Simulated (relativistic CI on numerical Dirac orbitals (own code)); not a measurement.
Electric-dipole lines of Yb61+

These numbers are calculated, not measured: Dirac-Coulomb-Breit CI, separate exchange-only KLI orbitals for each configuration, model QED (radiative potential, 1s self-energy scaled to tabulated hydrogen-like ionisation energies), unscaled Slater integrals (own radial code, finite nucleus).

CI space (outside the closed core 1s2): 2s2.2p5, 2s.2p6, 2p6.3s, 2p6.3p, 2s2.2p4.3s, 2p6.3d, 2s2.2p4.3p, 2s2.2p4.3d, 2s.2p5.3s, 2s.2p5.3p, 2s.2p5.3d, 2s2.2p4.4s, 2s2.2p4.4p, 2s2.2p4.4d, 2s2.2p4.4f, 2s2.2p3.3s2. Levels of other configurations are missing.

| λ vac (Å) | Lower | Upper | A (s⁻¹) | gf | Branching (%) |
| --- | --- | --- | --- | --- | --- |
| 1.1482 | 2s2.2p5 2P°_1/2 [2] | 2s2.2p4.4d 2D_3/2 [176] | 6.58e+14 | 5.20e-01 | 85.7 |
| 1.1504 | 2s2.2p5 2P°_3/2 [1] | 2s2.2p4.4d 2D_5/2 [130] | 5.56e+14 | 6.61e-01 | 84.2 |
| 1.3421 | 2s2.2p5 2P°_1/2 [2] | 2s2.2p4.3d 2D_3/2 [95] | 9.04e+14 | 9.77e-01 | 99.9 |
| 1.3444 | 2s2.2p5 2P°_3/2 [1] | 2s2.2p4.3d 2P_3/2 [55] | 7.69e+14 | 8.33e-01 | 98.7 |
| 1.3455 | 2s2.2p5 2P°_3/2 [1] | 2s2.2p4.3d 2F_5/2 [53] | 9.85e+14 | 1.60e+00 | 99.9 |
| 1.3482 | 2s2.2p5 2P°_3/2 [1] | 2s.2p5.3p 2D_3/2 [52] | 7.30e+14 | 7.96e-01 | 98.0 |
| 1.3490 | 2s2.2p5 2P°_3/2 [1] | 2s.2p5.3p 2P_1/2 [50] | 1.26e+15 | 6.90e-01 | 98.6 |
| 1.3495 | 2s.2p6 2S_1/2 [3] | 2s.2p5.3d 2P°_3/2 [115] | 1.27e+15 | 1.38e+00 | 98.7 |
| 1.3522 | 2s2.2p5 2P°_1/2 [2] | 2s.2p5.3p 2D_3/2 [93] | 4.87e+14 | 5.34e-01 | 97.2 |
| 1.3523 | 2s.2p6 2S_1/2 [3] | 2p6.3p 2P°_1/2 [112] | 1.72e+15 | 9.45e-01 | 98.8 |
| 1.3594 | 2s2.2p5 2P°_3/2 [1] | 2s.2p5.3p 2D_5/2 [45] | 5.32e+14 | 8.84e-01 | 98.7 |
| 1.5056 | 2s2.2p5 2P°_3/2 [1] | 2s2.2p4.3d 2D_5/2 [25] | 8.88e+14 | 1.81e+00 | 100.0 |
| 1.5066 | 2s2.2p5 2P°_1/2 [2] | 2s2.2p4.3d 2P_1/2 [63] | 2.43e+15 | 1.65e+00 | 98.7 |
| 1.5077 | 2s2.2p5 2P°_1/2 [2] | 2s2.2p4.3d 2D_3/2 [62] | 2.24e+15 | 3.05e+00 | 99.1 |
| 1.5095 | 2s.2p6 2S_1/2 [3] | 2s.2p5.3d 2P°_3/2 [85] | 1.74e+15 | 2.38e+00 | 99.1 |
| 1.5114 | 2s2.2p5 2P°_3/2 [1] | 2s2.2p4.3d 2P_3/2 [24] | 1.58e+15 | 2.16e+00 | 100.0 |
| 1.5117 | 2s2.2p5 2P°_3/2 [1] | 2s2.2p4.3d 2D_5/2 [23] | 1.26e+15 | 2.59e+00 | 100.0 |
| 1.5192 | 2s.2p6 2S_1/2 [3] | 2s.2p5.3d 2P°_1/2 [82] | 2.25e+15 | 1.56e+00 | 99.4 |
| 1.5222 | 2s.2p6 2S_1/2 [3] | 2s.2p5.3d 2P°_3/2 [81] | 5.30e+14 | 7.37e-01 | 96.1 |
| 3.9356 | 2s2.2p4.3s 4P_5/2 [4] | 2s2.2p4.4p 4D°_7/2 [109] | 3.53e+13 | 6.56e-01 | 80.6 |
| 4.0303 | 2s2.2p4.3p 2D°_5/2 [8] | 2s2.2p4.4d 2F_7/2 [120] | 8.26e+13 | 1.61e+00 | 81.0 |
| 4.4124 | 2s2.2p4.3p 2F°_7/2 [39] | 2s2.2p4.4d 2G_9/2 [173] | 1.04e+14 | 3.04e+00 | 99.5 |
| 4.4168 | 2s2.2p4.3p 4D°_7/2 [11] | 2s2.2p4.4d 4F_9/2 [125] | 1.04e+14 | 3.04e+00 | 99.6 |
| 4.4170 | 2s2.2p4.3p 2D°_5/2 [10] | 2s2.2p4.4d 2F_7/2 [124] | 8.15e+13 | 1.91e+00 | 77.8 |
| 4.4266 | 2s2.2p4.3p 2P°_3/2 [14] | 2s2.2p4.4d 2D_5/2 [142] | 9.13e+13 | 1.61e+00 | 27.8 |
| 4.5864 | 2s2.2p4.3d 2G_7/2 [51] | 2s2.2p4.4f 2H°_9/2 [184] | 2.02e+14 | 6.36e+00 | 93.1 |
| 4.5882 | 2s2.2p4.3d 4D_3/2 [15] | 2s2.2p4.4f 4D°_3/2 [135] | 1.11e+14 | 1.40e+00 | 50.2 |
| 4.5891 | 2s2.2p4.3d 4D_3/2 [15] | 2s2.2p4.4f 2F°_5/2 [134] | 1.14e+14 | 2.17e+00 | 52.2 |
| 4.5893 | 2s2.2p4.3d 2D_3/2 [19] | 2s2.2p4.4f 2F°_5/2 [143] | 1.87e+14 | 3.55e+00 | 85.8 |
| 4.5931 | 2s2.2p4.3d 4D_5/2 [16] | 2s2.2p4.4f 2F°_5/2 [134] | 8.90e+13 | 1.69e+00 | 40.5 |
| 4.5934 | 2s2.2p4.3d 4D_5/2 [16] | 2s2.2p4.4f 2G°_7/2 [133] | 1.49e+14 | 3.77e+00 | 68.2 |
| 4.5964 | 2s2.2p4.3d 2F_7/2 [17] | 2s2.2p4.4f 2G°_9/2 [132] | 2.00e+14 | 6.33e+00 | 92.4 |
| 4.6043 | 2s2.2p4.3d 4F_5/2 [49] | 2s2.2p4.4f 4G°_7/2 [178] | 1.65e+14 | 4.20e+00 | 75.7 |
| 4.6820 | 2s2.2p4.3d 4D_7/2 [56] | 2s2.2p4.4f 4G°_9/2 [181] | 2.04e+14 | 6.70e+00 | 96.2 |
| 4.6856 | 2s2.2p4.3d 2G_9/2 [59] | 2s2.2p4.4f 2H°_11/2 [189] | 2.11e+14 | 8.32e+00 | 99.8 |
| 4.6884 | 2s2.2p4.3d 2F_7/2 [20] | 2s2.2p4.4f 2G°_9/2 [138] | 1.85e+14 | 6.08e+00 | 86.9 |
| 4.6902 | 2s2.2p4.3d 4F_9/2 [21] | 2s2.2p4.4f 4G°_11/2 [137] | 2.11e+14 | 8.33e+00 | 99.8 |
| 4.6949 | 2s2.2p4.3d 2D_5/2 [60] | 2s2.2p4.4f 2F°_7/2 [192] | 1.57e+14 | 4.15e+00 | 74.1 |
| 4.7007 | 2s2.2p4.3d 2F_5/2 [57] | 2s2.2p4.4f 4D°_7/2 [183] | 1.85e+14 | 4.91e+00 | 87.7 |
| 4.7061 | 2s2.2p4.3d 2F_7/2 [61] | 2s2.2p4.4f 2G°_9/2 [193] | 1.77e+14 | 5.88e+00 | 84.0 |
| 4.7081 | 2s2.2p4.3d 2D_5/2 [25] | 2s2.2p4.4f 2F°_7/2 [144] | 2.03e+14 | 5.39e+00 | 95.0 |
| 4.7100 | 2s2.2p4.3d 2P_1/2 [22] | 2s2.2p4.4f 2D°_3/2 [140] | 1.39e+14 | 1.85e+00 | 64.4 |
| 4.7520 | 2s2.2p4.3d 2D_5/2 [23] | 2s2.2p4.4f 2F°_7/2 [139] | 1.54e+14 | 4.16e+00 | 71.5 |
| 4.7537 | 2s2.2p4.3d 2P_3/2 [24] | 2s2.2p4.4f 2D°_5/2 [141] | 1.34e+14 | 2.73e+00 | 62.3 |
| 29.093 | 2s2.2p4.3s 4P_5/2 [4] | 2s2.2p4.3p 4D°_7/2 [11] | 9.77e+11 | 9.92e-01 | 75.0 |

Terms are leading LS components. Brackets give the number of a level in order of energy, since labels repeat. The list gives strong lines, with weight on those to low levels, without lines whose two gauges differ by over a factor of 2.5, among the lowest 200 of 205 levels, so that lines to higher ones, which can be the strongest, are missing. Levels whose partners in the same complex of configurations lie outside the list can be far off, and so can their lines. Rates are taken at the computed energies, electric ones in the length gauge.

At this charge energies of transitions that change n are usually good to better than 1 %, and those within a shell (Δn = 0) to a few per cent.

LS names give the leading component of a level, which can be under half, so a name can repeat, a term be missing and a line seem to break the LS rules.
